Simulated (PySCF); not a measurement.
(1E)-1-bromobuta-1,3-diene (C4H5Br), SMILES Br/C=C/C=C. Geometry optimised at PBE-D3(BJ)/def2-SVP. The values are those of a single conformer.

Level of theory: PySCF 2.14.0 with PBE-D3(BJ)/def2-SVP.

Harmonic wavenumbers (cm⁻¹): 144, 154, 239, 317, 439, 627, 749, 795, 882, 923, 927, 1001, 1138, 1189, 1247, 1264, 1379, 1592, 1649, 3075, 3082, 3097, 3133, 3181. Rotational constants (GHz): 28.64, 0.9819, 0.9493; symmetry number 1.

**Question.** Work out the zero-point energy and the ideal-gas rigid-rotor harmonic-oscillator thermochemistry at 298.15 K and 1 atm.

**Answer.** ZPE = ½ Σ hcν = ½ × 32224 cm⁻¹ = 192.74 kJ/mol. H − E(el) = 210.68 kJ/mol. Entropy in J/(mol K): translation 169.74, rotation 112.51, vibration 45.56, total 327.80. G − E(el) = 112.95 kJ/mol. Cp = 91.16 J/(mol K). Modes under 150 cm⁻¹ make the vibrational entropy uncertain.
